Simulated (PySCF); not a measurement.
C3H7BO3, SMILES C1[C@@H](O)B(O)OC1. Atoms are numbered in the order given.

```xyz
14

O      2.1454     0.0486     0.0336
B      0.8238    -0.2236    -0.0932
O      0.3049    -1.4846    -0.0224
C     -1.1261    -1.4226    -0.1695
C     -1.5277     0.0239     0.1516
C     -0.3214     0.8521    -0.3227
O     -0.2195     2.0792     0.3813
H      2.6794    -0.7415     0.1942
H     -1.5839    -2.1655     0.5007
H     -1.3851    -1.6977    -1.2074
H     -1.6168     0.1630     1.2418
H     -2.4892     0.3072    -0.3040
H     -0.4263     1.0373    -1.4173
H      0.7077     2.3490     0.3622
```

Geometry: B3LYP-D3(BJ)/def2-SVP. The structure was generated by enumeration; whether it is a known compound was not checked. The values are those of a single conformer.

All values below come from TDA-PBE/def2-SVPD (PySCF).

Vertical excitations. 

```
state  energy (eV)  λ (nm)      f        main pairs
-----  -----------  ------  -----  ----------------
S1            5.37     231  0.004    HOMO→LUMO 99 %
S2            5.92     209  0.002  HOMO→LUMO+1 98 %
S3            6.15     202  0.004  HOMO→LUMO+2 99 %
S4            6.48     191  0.003  HOMO−1→LUMO 97 %
S5            6.61     188  0.012  HOMO→LUMO+3 94 %
S6            6.75     184  0.016  HOMO−2→LUMO 96 %
T1            5.26     236      0    HOMO→LUMO 97 %
T2            5.58     222      0  HOMO→LUMO+1 96 %
```
Triplets are in the Tamm–Dancoff approximation.
